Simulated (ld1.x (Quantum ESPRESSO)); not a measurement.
## Cu (Z = 29): ultrasoft pseudisation with Wu–Cohen, scalar-relativistic reference atom.

The input file (ld1.x (Quantum ESPRESSO) 7.5):

```
&input
   title='Cu', zed=29., rel=1, dft='WC', iswitch=3,
   config='[Ar] 3d10 4s0 4p0 4f-2',
   nld=4, rlderiv=1.40, eminld=-11.0, emaxld=5.0, deld=0.04
 /
 &inputp
   pseudotype=3, tm=.true., lloc=-1, rcloc=1.10,
   nlcc=.true., new_core_ps=.true., rcore=1.15,
   file_pseudopw='Cu.UPF', file_wfcaegen='ae.wfc', file_wfcncgen='nc.wfc', file_beta='beta', file_chi='chi', file_wfcusgen='us.wfc'
 /
8
3S  1  0   2.00   0.00  1.10  1.30  0.0
4S  2  0   0.00   0.00  1.10  1.30  0.0
3P  2  1   6.00   0.00  1.05  1.20  0.0
4P  3  1   0.00   0.00  1.05  1.20  0.0
3D  3  2  10.00   0.00  1.00  1.15  0.0
3D  3  2   0.00   0.90  1.00  1.15  0.0
4F  4  3  -2.00   0.15  0.90  1.15  0.0
4F  4  3  -2.00   1.60  0.90  1.15  0.0
 &test
   configts(1)='3s2 3p6 3d10 4s0 4p0'
 /
```

Command:

```bash
ld1.x < Cu.in > Cu.out
```

Output (shortened: banner, matrices, multipoles, cross overlaps and the repeated all-electron block are left out):

```
Program LD1 v.7.5
     --------------------------- All-electron run ----------------------------

     Cu
     scalar relativistic calculation

     atomic number is 29.00
     dft =WC   lsd =0 sic =0 latt =0  beta=0.20 tr2=1.0E-14
     Exchange-correlation= WC
                           (   1   4  11   4   0   0   0)
     mesh =1199 r(mesh) = 100.25372 a.u. xmin = -7.00 dx = 0.01250
     1 Ry =  13.60569312 eV, c = 137.03599908

     n l     nl                  e(Ry)          e(Ha)          e(eV)
     1 0     1S 1( 2.00)      -651.0054      -325.5027     -8857.3793
     2 0     2S 1( 2.00)       -78.6683       -39.3342     -1070.3371
     2 1     2P 1( 6.00)       -68.0132       -34.0066      -925.3672
     3 0     3S 1( 2.00)        -9.0448        -4.5224      -123.0614
     3 1     3P 1( 6.00)        -5.9298        -2.9649       -80.6797
     3 2     3D 1(10.00)        -1.0038        -0.5019       -13.6579
     4 0     4S 1( 0.00)        -0.8645        -0.4323       -11.7626
     4 1     4P 1( 0.00)        -0.4695        -0.2348        -6.3884

     final scf error:  4.6E-15 reached in  34 iterations

     Etot =   -3308.212275 Ry,   -1654.106137 Ha,  -45010.520997 eV

     Ekin =    3357.402353 Ry,    1678.701177 Ha,   45679.786107 eV
     Encl =   -7949.752006 Ry,   -3974.876003 Ha, -108161.886199 eV
     Eh   =    1418.008293 Ry,     709.004146 Ha,   19292.985677 eV
     Exc  =    -133.870915 Ry,     -66.935457 Ha,   -1821.406582 eV

     normalization and overlap integrals

     s(1S/1S) =  1.000000  <r> =   0.0521  <r2> =    0.0037  r(max) =   0.0341
     s(2S/2S) =  1.000000  <r> =   0.2353  <r2> =    0.0653  r(max) =   0.1960
     s(2P/2P) =  1.000000  <r> =   0.2064  <r2> =    0.0523  r(max) =   0.1585
     s(3S/3S) =  1.000000  <r> =   0.7131  <r2> =    0.5885  r(max) =   0.6112
     s(3P/3P) =  1.000000  <r> =   0.7508  <r2> =    0.6678  r(max) =   0.6189
     s(3D/3D) =  1.000000  <r> =   1.0128  <r2> =    1.4142  r(max) =   0.6036
     s(4S/4S) =  1.000000  <r> =   2.5856  <r2> =    7.7290  r(max) =   2.1069
     s(4P/4P) =  1.000000  <r> =   3.4744  <r2> =   14.0877  r(max) =   2.8087

     ------------------------ End of All-electron run ------------------------

     --------------------- Generating US pseudopotential ---------------------

      Generating local potential from pseudized AE potential:
      Matching radius rcloc =   1.1000

      Local pseudo, rcloc= 1.114 Estimated cut-off energy=    19.72 Ry

      Computing core charge for nlcc:

       r > 1.16 : true rho core
      Core charge pseudized with two Bessel functions
      Integrated core pseudo-charge :   0.00

      Wfc   3S  rcut= 1.114  Using Troullier-Martins method
      Wfc-us  3S rcutus= 1.294  Estimated cut-off energy=    32.93 Ry

      Wfc   4S  rcut= 1.114  Using Troullier-Martins method
      Wfc-us  4S rcutus= 1.294  Estimated cut-off energy=    67.96 Ry

      Wfc   3P  rcut= 1.059  Using Troullier-Martins method
      Wfc-us  3P rcutus= 1.200  Estimated cut-off energy=    58.07 Ry

      Wfc   4P  rcut= 1.059  Using Troullier-Martins method
      Wfc-us  4P rcutus= 1.200  Estimated cut-off energy=   107.53 Ry

      Wfc   3D  rcut= 1.008  Using Troullier-Martins method
      Wfc-us  3D rcutus= 1.142  Estimated cut-off energy=    88.04 Ry

      Wfc   3D  rcut= 1.008  Using Troullier-Martins method
      Wfc-us  3D rcutus= 1.142  Estimated cut-off energy=   107.04 Ry

      Wfc   4F  rcut= 0.889  Using Troullier-Martins method
      Wfc-us  4F rcutus= 1.142  Estimated cut-off energy=   106.86 Ry

      Wfc   4F  rcut= 0.889  Using Troullier-Martins method
      Wfc-us  4F rcutus= 1.142  Estimated cut-off energy=   107.93 Ry

     ------------------- End of pseudopotential generation -------------------

     Computing logarithmic derivative in   1.40351

       Warning: n=2, l=0 expected 1 nodes, found 2
       Setting wfc to zero for this iteration
       (This warning will only be printed once per wavefunction)

       Zero norm: self consistency problem; state:  4 (l=  0, j=0.0)
     Computing logarithmic derivative in   1.40351
     Computing the partial wave expansion
     R is outside the sphere for l=    0 j= 0.00
     R is outside the sphere for l=    0 j= 0.00
     R is outside the sphere for l=    1 j= 0.00
     R is outside the sphere for l=    1 j= 0.00
     R is outside the sphere for l=    2 j= 0.00
     R is outside the sphere for l=    2 j= 0.00
     R is outside the sphere for l=    3 j= 0.00
     R is outside the sphere for l=    3 j= 0.00

     ---------------------- Testing the pseudopotential ----------------------

     Cu
     scalar relativistic calculation

     atomic number is 29.00   valence charge is 19.00
     dft =WC   lsd =0 sic =0 latt =0  beta=0.20 tr2=1.0E-14
     mesh =1199 r(mesh) = 100.25372 xmin = -7.00 dx = 0.01250

     n l     nl             e AE (Ry)        e PS (Ry)    De AE-PS (Ry)
     1 0     3S   1( 2.00)       -9.04484       -9.04484       -0.00001
     2 1     3P   1( 6.00)       -5.92985       -5.92985       -0.00000
     3 2     3D   1(10.00)       -1.00383       -1.00384        0.00000
     2 0     4S   1( 0.00)       -0.86454       -0.86454        0.00000
     3 1     4P   1( 0.00)       -0.46954       -0.41127       -0.05827  !

     eps = 5.2E-16  iter =  6

     Etot =   -3308.212275 Ry,   -1654.106137 Ha,  -45010.520997 eV
     Etotps =  -391.962006 Ry,    -195.981003 Ha,   -5332.914763 eV

     Ekin =     117.618004 Ry,      58.809002 Ha,    1600.274462 eV
     Encl =    -847.885410 Ry,    -423.942705 Ha,  -11536.068688 eV
     Ehrt =     339.734120 Ry,     169.867060 Ha,    4622.318181 eV
     Ecxc =     -37.175638 Ry,     -18.587819 Ha,    -505.800322 eV
     (Ecc =      -0.000409 Ry,      -0.000204 Ha,      -0.005564 eV)
     Epseu=      35.746919 Ry,      17.873459 Ha,     486.361605 eV

     ---------------------- End of pseudopotential test ----------------------
```

A Bessel basis up to 400 Ry misses an occupied level by 1.06 Ry, so cutoffs and ghosts were not judged. Its overlap operator is not positive definite in a basis up to 400 Ry (lowest eigenvalue s -0.0032), so the file is unfit for use: the generalised eigenproblem breaks down once the basis is large enough, and its test numbers describe a broken file.

Generation and configuration tests took about 6.9 s on one core of a shared server CPU.
